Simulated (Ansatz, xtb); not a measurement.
## C4H10Ge: which of two isomers lies lower

Structure X is `[CH3][GeH]1[CH2]C[CH2]1`, a singlet and structure Y is `C=C[CH2][GeH2][CH3]`, a singlet. Both are isolated molecules in the gas phase, relaxed with r2SCAN-D4/def2-SVP, each in the lowest conformer that the search found.

X (Å):

```yaml
atoms:
  - { symbol: C, position_ang: [1.2518, 0.7167, -1.0160] }
  - { symbol: C, position_ang: [-1.9589, 0.7903, -0.2010] }
  - { symbol: C, position_ang: [-2.1513, -0.5831, -0.9009] }
  - { symbol: C, position_ang: [-1.0960, -1.4667, -0.1805] }
  - { symbol: Ge, position_ang: [-0.1230, 0.2029, 0.2739] }
  - { symbol: H, position_ang: [2.1603, 0.1103, -0.8795] }
  - { symbol: H, position_ang: [1.5234, 1.7765, -0.8946] }
  - { symbol: H, position_ang: [0.8834, 0.5666, -2.0421] }
  - { symbol: H, position_ang: [0.3852, 0.4103, 1.7183] }
  - { symbol: H, position_ang: [-2.1293, 1.6830, -0.8220] }
  - { symbol: H, position_ang: [-2.5782, 0.8747, 0.7074] }
  - { symbol: H, position_ang: [-1.8867, -0.4917, -1.9688] }
  - { symbol: H, position_ang: [-3.1836, -0.9774, -0.8667] }
  - { symbol: H, position_ang: [-1.5067, -1.9283, 0.7328] }
  - { symbol: H, position_ang: [-0.6239, -2.2552, -0.7862] }
```

Y (Å):

```csv
atom,x (Å),y (Å),z (Å)
C,-1.7887,-1.5602,-0.3320
C,-0.5720,-1.1050,-0.6651
C,-0.0944,0.2979,-0.5084
C,0.1133,0.0465,2.6785
Ge,1.1099,0.4628,1.0539
H,-2.5617,-0.8896,0.0615
H,-2.0531,-2.6152,-0.4472
H,0.1659,-1.8224,-1.0529
H,0.4683,0.6357,-1.3953
H,-0.9350,0.9955,-0.3537
H,2.2843,-0.5209,0.8800
H,1.6731,1.8976,1.1111
H,-0.3513,-0.9467,2.5850
H,0.7739,0.0458,3.5581
H,-0.6822,0.7897,2.8408
```

Energies in hartree; the thermal terms are from GFN2-xTB frequencies at re-optimised GFN2-xTB minima (ideal gas, soft modes damped towards free rotors, one conformer each, 298.15 K, 1 atm) and include the zero-point energy:

|  | X | Y |
| --- | --- | --- |
| E, CCSD(T)/def2-SVP | −2233.143482 | −2233.143496 |
| E, MP2/def2-SVP | −2233.062234 | −2233.058249 |
| E, MP2/def2-TZVPP | −2233.654993 | −2233.647265 |
| zero-point energy | 0.123382 | 0.118767 |
| H(298 K) − E | 0.131716 | 0.128063 |
| G(298 K) − E | 0.091736 | 0.085440 |

Task: Correct the CCSD(T) difference for the basis set by the MP2 change, then work out ΔE, ΔE₀, ΔH and ΔG for X → Y in kcal/mol (1 Eh = 627.51 kcal/mol) and the equilibrium ratio [Y]/[X].

Result: 1. Differences Y − X: CCSD(T) −0.000014, MP2 in the small set +0.003985, MP2 in the large set +0.007728 Eh.
2. ΔE = −0.000014 + (+0.007728 − (+0.003985)) = +0.003729 Eh = +2.34 kcal/mol.
3. ΔE₀ = ΔE + ΔZPE = +0.003729 + (−0.004615) Eh = −0.56 kcal/mol.
4. ΔH = ΔE + (−0.003653) Eh = +0.05 kcal/mol.
5. ΔG = ΔE + (−0.006296) Eh = −1.61 kcal/mol, so ΔS = (ΔH − ΔG)/T = +23.3 J/(mol K).
6. kT = 0.9442 mEh, so K = [Y]/[X] = exp(−ΔG/kT) = exp(+2.72) ≈ 15.

The sums favour Y, but ΔE leans on the basis-set step (CCSD(T) alone has the other sign or is under 1 kcal/mol), so the order isn't settled. An error of 1 kcal/mol in ΔG would change K by a factor of 5.4. CCSD(T)/def2-SVP found them nearly level. HF/def2-SVP gave ΔE the other sign. Mirror images and further conformers aren't counted.

As drawn, Y has 1 C=C, 1 Ge–H in place of 1 C–Ge, 1 C–C, 1 C–H. Structure X has a 4-membered ring, Y no ring.

Other levels gave ΔE = +2.2 (GFN2-xTB); +22.9 (HF/STO-3G, GFN2-xTB geometries); +2.1 (r2SCAN-D4/def2-SVP//GFN2-xTB); +2.8 (r2SCAN-D4/def2-SVP); −3.1 (HF/def2-SVP); +2.5 (MP2/def2-SVP); 0.0 (CCSD(T)/def2-SVP) kcal/mol. The correlated steps freeze 13 core orbitals; the filled d shell of Ge is correlated, in a basis made for valence electrons. Programs: Ansatz 0.2.0, xtb 6.7.1.
